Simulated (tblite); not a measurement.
Run record: tight-binding relaxation, `CC[C@]1(C(=O)O)C[C@H](C)C1`.

Computed with GFN2-xTB geometry optimisation, gas phase (tblite 0.8.0). Start geometry: from a force field or distance geometry. The input is one job of a driver script: a line of settings, then coordinates in Å.

Command:
```bash
OMP_NUM_THREADS=1 python probes_run.py task.json out
```

Input:
```
{"job": {"kind": "relax", "xc": "GFN2-xTB", "basis": "xTB"}, "charge": 0, "multiplicity": 1}
C     -2.552700    -0.540200     0.281600
C     -1.281500    -0.023300     0.881200
C     -0.327200     0.255400    -0.230400
C     -0.852400     1.289600    -1.197700
O     -1.041000     1.045400    -2.403400
O     -1.122300     2.544900    -0.629000
C      0.293600    -0.960100    -0.789000
C      1.669700    -0.284200    -0.735300
C      2.745500    -1.068500    -0.017500
C      1.048800     0.723300     0.196900
H     -2.992500    -1.376000     0.891300
H     -3.292400     0.279000     0.276200
H     -2.430600    -0.956900    -0.717400
H     -0.856800    -0.781700     1.603700
H     -1.475900     0.915000     1.444800
H     -1.466800     3.311400    -1.148300
H      0.283300    -1.827400    -0.060800
H     -0.029200    -1.330200    -1.759000
H      1.972500     0.086500    -1.728500
H      3.582700    -0.333000     0.136400
H      3.103600    -1.931800    -0.567500
H      2.392700    -1.297700     1.017300
H      1.306000     1.765100    -0.134900
H      1.311000     0.515200     1.230400
```

Question: What does the run print?

Answer: 
```
step      E/eV     max force
  0    -881.08477    3.390
  1    -881.45977    4.277
  2    -881.60060    1.394
  3    -881.68215    0.791
  4    -881.78792    0.609
  5    -881.84463    0.671
  6    -881.88348    0.357
  7    -881.89841    0.245
  8    -881.90945    0.217
  9    -881.91830    0.271
... (81 lines left out)
 91    -882.08996    0.017
 92    -882.09000    0.014
 93    -882.09004    0.012
 94    -882.09006    0.013
 95    -882.09009    0.011
 96    -882.09012    0.012
 97    -882.09015    0.013
 98    -882.09019    0.013
 99    -882.09021    0.010
100    -882.09024    0.009
```

«max force» is the largest atomic force in eV/Å.

Question: From which step on does the largest force stay under 0.1 eV/Å, and how much energy is left to gain from there?

Answer: From step 50 (0.095 eV/Å), 10.1 meV above the end.

Main results: energy lowered by 23.2 kcal/mol over 100 steps; largest atomic force 0.009 eV/Å at the end.

Question: Give the final coordinates.

Answer: 0.312 Å rms from the input after alignment:
```
atom  x, y, z in Å
C1    -2.5714   -0.6099    0.3830
C2    -1.2890    0.0291    0.9045
C3    -0.3039    0.3372   -0.2223
C4    -0.9156    1.3154   -1.1969
O5    -1.0531    1.1463   -2.3790
O6    -1.2857    2.4570   -0.5961
C7     0.3500   -0.8656   -0.9260
C8     1.7414   -0.2553   -0.6743
C9     2.7684   -1.1567   -0.0144
C10    1.0988    0.8148    0.2261
H11   -3.2339   -0.8561    1.2094
H12   -3.0956    0.0688   -0.2858
H13   -2.3487   -1.5213   -0.1668
H14   -0.8053   -0.6471    1.6132
H15   -1.5241    0.9580    1.4283
H16   -1.6550    3.0710   -1.2500
H17    0.1922   -1.8008   -0.3938
H18    0.0662   -0.9851   -1.9688
H19    2.1608    0.1792   -1.5831
H20    3.6548   -0.5865    0.2566
H21    3.0657   -1.9532   -0.6930
H22    2.3594   -1.6076    0.8876
H23    1.3411    1.8502   -0.0032
H24    1.2707    0.6381    1.2861
```

On one thread, Arm Neoverse V1 (aarch64), on a shared host, this took 0.84 s.
Labels such as C1 count atoms from 1, the log's own numbers from 0.
